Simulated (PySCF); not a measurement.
## What settings do to a single point of [ReO2F2]+

The sound run of [ReO2F2]+ (singlet) uses PySCF 2.14.0, RKS TPSS, Re def2-SVP with ECP60, O def2-SVP, F def2-SVP; non-relativistic Hamiltonian with scalar-relativistic core potentials where named; density fitting; no spin-orbit coupling, grid (50, 194), threshold 1e-8 Eh and 55 cycles, at the relaxed geometry:

```xyz
5

Re    0.0000    0.0000   -0.0451
O     0.9406    0.9406    0.9761
O    -0.9406   -0.9406    0.9761
F     1.0991   -1.0991   -0.9846
F    -1.0991    1.0991   -0.9846
```

There Re1 has a Mulliken charge of 1.57 e and the dipole about the centre of mass is 0.78 D. Each run below changes one thing and starts from free metal ions and neutral atoms unless it says otherwise; with 55 cycles, smearing, a level shift and second-order steps follow where DIIS fails, and their cycles count. Energy shifts count from the sound run.

```json
{"change": "charge changed by +4, spin kept, limit 79 cycles", "outcome": "not converged", "cycles": "79", "energy shift (eV)": "–", "largest force component (eV/Å)": "–", "charge on Re1 (e)": "–", "dipole about the centre of mass (D)": "–"}
{"change": "all coordinates × 1.12", "outcome": "converged", "cycles": "16", "energy shift (eV)": "3.15", "largest force component (eV/Å)": "4.56", "charge on Re1 (e)": "1.54", "dipole about the centre of mass (D)": "0.28"}
{"change": "threshold 0.001", "outcome": "converged", "cycles": "8", "energy shift (eV)": "0.0070", "largest force component (eV/Å)": "0.05", "charge on Re1 (e)": "1.53", "dipole about the centre of mass (D)": "0.64"}
{"change": "spin (2S) set to 3, limit 63 cycles", "outcome": "refused", "cycles": "–", "energy shift (eV)": "–", "largest force component (eV/Å)": "–", "charge on Re1 (e)": "–", "dipole about the centre of mass (D)": "–"}
{"change": "start from a density of up to 30 smeared cycles (not counted)", "outcome": "converged", "cycles": "8", "energy shift (eV)": "0.0000", "largest force component (eV/Å)": "0.01", "charge on Re1 (e)": "1.57", "dipole about the centre of mass (D)": "0.78"}
```

Task: How does the run with this change end: grid (30, 86)?

Result: outcome converged, cycles 12, energy shift (eV) -0.0674, largest force component (eV/Å) 0.17, charge on Re1 (e) 1.57, dipole about the centre of mass (D) 0.78.

Forces carry noise of the integration grid, about 0.01 to 0.03 eV/Å.

No frequency check is given that shows the relaxed geometry to be a minimum.
